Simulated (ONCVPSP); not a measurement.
**Cutoff test, iron (Fe), ONCV**

iron (Fe), optimised norm-conserving Vanderbilt (ONCV), made with ONCVPSP 4.0.1 (BLYP, fully relativistic). Core [Ne], reference 3s2 3p6 3d7 4s1. Waves: 3s+4s: rc 1.35 bohr, ncon 4, nbas 7, qcut 8.4 1/bohr, 2 projectors; 3p: rc 1.25 bohr, ncon 4, nbas 7, qcut 9 1/bohr, 2 projectors, debl 3.2 Ha; 3d: rc 1.35 bohr, ncon 4, nbas 9, qcut 9.1 1/bohr, 1 projector; f scattering state at 0.25 Ha: rc 1.20 bohr, ncon 4, nbas 8, qcut 9.8 1/bohr, local. Local part: the f channel. Core correction: none.

Open shells are filled in proportion to 2j + 1.

Task: For each optimised wave give the share of its norm inside rc, the residual kinetic energy above qcut (Ha) and the cutoffs (Ha) for errors of 10, 1, 0.1 and 0.01 mHa per electron.

Result:

```csv
wave,norm inside rc,residual KE,10 mHa,1 mHa,0.1 mHa,0.01 mHa
3s,0.943,1.4e-05,15.3,25.4,30.8,40.0
4s,0.034,1.0e-05,6.6,20.5,29.0,35.5
3p j=3/2,0.864,3.0e-05,25.4,32.1,37.6,56.2
p projector 2 j=3/2,0.041,5.8e-06,19.5,27.5,33.9,39.2
3p j=1/2,0.870,3.8e-05,25.8,32.5,38.1,63.1
p projector 2 j=1/2,0.041,7.6e-06,19.9,28.0,34.4,39.8
3d j=5/2,0.657,8.7e-04,34.1,41.1,153.6,223.8
3d j=3/2,0.662,8.9e-04,34.2,41.2,153.8,217.7
f projector 1 j=7/2,0.000,8.8e-09,0.6,1.1,3.1,10.3
f projector 1 j=5/2,0.000,8.8e-09,0.6,1.1,3.1,10.3
```

The occupied waves need 41 Ha and 154 Ha for 1 and 0.1 mHa. Rows with under 1 % of the norm inside rc give no meaningful cutoff.
